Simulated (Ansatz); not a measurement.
Stepwise reaction of `[F][In]([F])[F]` with hydrogen chloride, as a gas-phase model of exchange steps in deposition or etching. ΔE in kJ/mol; ΔG adds harmonic PBE0-D4 terms to CCSD(T)/CBS, at 1 bar.

Gas-phase electronic energies from Ansatz, PBE0-D4/def2-TZVP geometries. CCSD(T)/CBS is the MP2 limit (def2-TZVPP, def2-QZVPP) plus CCSD(T) − MP2 in def2-TZVPP, frozen cores. This one scheme is used for every species. Functionals use def2-TZVPP. B3LYP here is the variant with VWN-RPA as its local correlation; programs differ in this. Elements past krypton have def2 core potentials. For In outer-core shells are correlated without core-valence functions, which leaves a few kJ/mol of doubt a bond.

```json
{"step": "1", "reaction": "`[F][In]([F])[F]` + HCl → `[F][In]([F])[Cl]` + H–F", "PBE-D4": "-62.4", "B3LYP-D4": "-64.4", "ωB97M-V": "-65.4", "CCSD(T)/CBS": "-68.8", "ΔG(600 K)": "-66.7"}
{"step": "3", "reaction": "`[F][In]([Cl])[Cl]` + HCl → `[Cl][In]([Cl])[Cl]` + H–F", "PBE-D4": "-56.0", "B3LYP-D4": "-57.8", "ωB97M-V": "-59.2", "CCSD(T)/CBS": "-63.3", "ΔG(600 K)": "-50.5"}
```

(1) Give the row of step 2, `[F][In]([F])[Cl]` + HCl → `[F][In]([Cl])[Cl]` + H–F. (An estimate is asked.)

(2) By hand: ΔE of the 3 steps together at CCSD(T)/CBS.

Answers

(1) The calculation gave: 
| step | reaction | PBE-D4 | B3LYP-D4 | ωB97M-V | CCSD(T)/CBS | ΔG(600 K) |
| --- | --- | --- | --- | --- | --- | --- |
| 2 | `[F][In]([F])[Cl]` + HCl → `[F][In]([Cl])[Cl]` + H–F | -58.7 | -60.6 | -61.9 | -65.7 | -58.5 |

(2) (-68.8) + (-65.7) + (-63.3) = -197.8 kJ/mol, or -65.9 kJ/mol a step.

In ΔE each step is higher than the one before. All are downhill at CCSD(T)/CBS. ΔG lies between -66.7 and -50.5 kJ/mol a step. PBE-D4 differs from CCSD(T)/CBS by 6.4 to 7.3 kJ/mol a step. Isolated molecules leave out the surface, adducts and barriers. Largest T1 diagnostic: 0.018.
